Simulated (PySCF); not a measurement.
NbF4NHSiHCl2 + hydrogen chloride → SiHCl3 + NbF4NH2

Reaction: NbF4NHSiHCl2 + hydrogen chloride → SiHCl3 + NbF4NH2. Separate species in the gas phase, each in one low structure relaxed by PBE0-D3(BJ)/def2-SVP, with no frequency check at that level.

| species | role | SMILES | charge | multiplicity |
| --- | --- | --- | --- | --- |
| NbF4NHSiHCl2 | reactant | [F][Nb]([F])([F])([F])[NH][SiH](Cl)Cl | 0 | 1 |
| hydrogen chloride | reactant | Cl | 0 | 1 |
| SiHCl3 | product | Cl[SiH](Cl)Cl | 0 | 1 |
| NbF4NH2 | product | [NH2][Nb]([F])([F])([F])[F] | 0 | 1 |

Electronic reaction energies: B97-D3(BJ)/def2-SVPD -11.3 kcal/mol (PySCF).

Question: What does PBE0-D3(BJ)/def2-SVPD give?

Answer: -12.6 kcal/mol.

Atoms past Kr carry effective core potentials.
